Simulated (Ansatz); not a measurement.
```xyz
4

S     0.0000    0.0000    0.0000
O     1.3262    0.0000    0.0000
O    -0.6631    1.1485    0.0000
O    -0.6631   -1.1485    0.0000
```

Basis set: def2-TZVP (spherical functions). Correlated methods keep 8 orbitals frozen. Charge 0, multiplicity 1.

Computed with Ansatz (development build ahead of 0.2.0); each method stands on the lowest determinant of its kind that the runs found. Restricted open shells among the atoms or ions are ROHF, correlated in semicanonical orbitals with singles.

Give the atomization energy at this shape (free ground-state atoms in the same class of orbitals less the molecule, no zero-point energy) of singlet SO₃ by RHF-MP2, RHF.

```json
{"method": "RHF-MP2", "atomization energy": "1352.1 kJ/mol"}
{"method": "RHF", "atomization energy": "611.0 kJ/mol"}
```

Caution: no unrestricted run beside it, a lower state can exist; the shape is not the minimum.
